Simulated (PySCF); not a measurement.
Two species compared at the same levels of theory.

First species: Ge(SiH3)Cl3.
InChI=1S/Cl3GeH3Si/c1-4(2,3)5/h5H3

Second species: Si(GeH3)Cl3.
Cartesian coordinates in Å at the PBE0-D3(BJ)/def2-SVP level; atoms count from 1:
```xyz
8
Cl3GeH3Si angstrom
Si     0.026   -0.005   -1.106
Ge     0.001   -0.025    1.262
H      0.786    1.197    1.763
H      0.663   -1.317    1.762
H     -1.455    0.045    1.745
Cl     1.961   -0.015   -1.804
Cl    -0.907    1.683   -1.824
Cl    -0.938   -1.650   -1.881
```

Levels: B3LYP/def2-SVPD for dipole moment, HOMO energy, LUMO energy, HOMO–LUMO gap, static isotropic polarisability and electronic spatial extent ⟨r²⟩ about the centre of nuclear charge; TDDFT B3LYP/def2-SVPD for lowest singlet excitation; TDA B3LYP/def2-SVPD for lowest triplet excitation (Tamm–Dancoff); ΔSCF B3LYP/def2-SVPD for vertical ionisation energy; PBE0-D3(BJ)/def2-SVP for rotational constant A and rotational constant C. Geometries: PBE0-D3(BJ)/def2-SVP. All species are isolated and taken at one optimised geometry, non-relativistic unless stated; the electronic structure was computed with PySCF and density fitting.

Q: Which has the higher HOMO–LUMO gap?

A: The second: 7.38 eV against 6.59 eV, a difference of 0.79 eV.

Q: Which has the higher S1 energy?

A: The second: 6.63 eV against 5.85 eV, a difference of 0.78 eV.

Q: Which of the two has the higher T1 energy, and by how much?

A: The second: 5.98 eV against 5.16 eV, a difference of 0.82 eV.

Q: Which of the two has the higher rotational constant C, and by how much?

A: The first: 1.094 GHz against 0.792 GHz, a difference of 0.302 GHz.

Q: Which has the higher HOMO energy?

A: The second: -8.43 eV against -8.59 eV, a difference of 0.16 eV.

Q: Which of the two has the higher rotational constant A, and by how much?

A: The second: 1.281 GHz against 1.194 GHz, a difference of 0.087 GHz.

Q: Which has the higher dipole moment?

A: The first: 3.02 D against 1.77 D, a difference of 1.25 D.

Q: Which of the two has the higher static isotropic polarisability, and by how much?

A: The first: 103.8 au against 100.9 au, a difference of 2.9 au.

On the first: In atomic units the dipole is 1.19 e·bohr (1 au = 2.5417 D). The principal polarisabilities are 100.2, 100.3 and 110.7 au; their mean is the isotropic value. Relativistic effects, spin–orbit coupling among them, are left out although an element past zinc is present.

On the second: S1 lies 0.75 eV below the HOMO–LUMO gap; its leading configuration is HOMO→LUMO, weight 0.94. In wavenumbers S1 is 53500 cm⁻¹ (1 eV = 8065.54 cm⁻¹). The calculation is non-relativistic and has no spin–orbit coupling, an omission that weighs most on germanium.
